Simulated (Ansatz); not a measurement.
Stepwise reaction of `[NH2][Hf]([NH2])([F])[F]` with water, as a gas-phase model of exchange steps in deposition or etching. ΔE in kJ/mol; ΔG adds harmonic PBE0-D4 terms to CCSD(T)/CBS, at 1 bar.

Calculated with Ansatz (gas phase, PBE0-D4/def2-TZVP geometries, no zero-point term in ΔE). CCSD(T)/CBS is the MP2 limit (def2-TZVPP, def2-QZVPP) plus CCSD(T) − MP2 in def2-TZVPP, frozen cores. This one scheme is used for every species. DFT in def2-TZVPP. B3LYP here is the variant with VWN-RPA as its local correlation; programs differ in this. def2 core potentials past Kr. For Hf outer-core shells are correlated without core-valence functions, which leaves a few kJ/mol of doubt a bond. One conformer a species, not always the lowest.

```tsv
step	reaction	PBE-D4	B3LYP-D4	ωB97M-V	CCSD(T)/CBS	ΔG(500 K)
2	`[NH2][Hf]([NH2])([OH])[F]` + H₂O → `[NH2][Hf]([NH2])([OH])[OH]` + H–F	60.6	58.5	57.4	51.5	46.6
```

Give the row of step 1, `[NH2][Hf]([NH2])([F])[F]` + H₂O → `[NH2][Hf]([NH2])([OH])[F]` + H–F. (Estimate.)

The calculation gave: 
```json
{"step": "1", "reaction": "`[NH2][Hf]([NH2])([F])[F]` + H₂O → `[NH2][Hf]([NH2])([OH])[F]` + H–F", "PBE-D4": "55.6", "B3LYP-D4": "53.9", "ωB97M-V": "53.3", "CCSD(T)/CBS": "47.9", "ΔG(500 K)": "46.6"}
```

By hand: ΔE of the 2 steps together at CCSD(T)/CBS.

(47.9) + (51.5) = 99.4 kJ/mol, or 49.7 kJ/mol a step.

In ΔE the steps differ by no more than 3.6 kJ/mol. All are uphill at CCSD(T)/CBS. ΔG lies between 46.6 and 46.6 kJ/mol a step. PBE-D4 differs from CCSD(T)/CBS by 7.7 to 9.1 kJ/mol a step. Isolated molecules leave out the surface, adducts and barriers. Largest T1 diagnostic: 0.015.
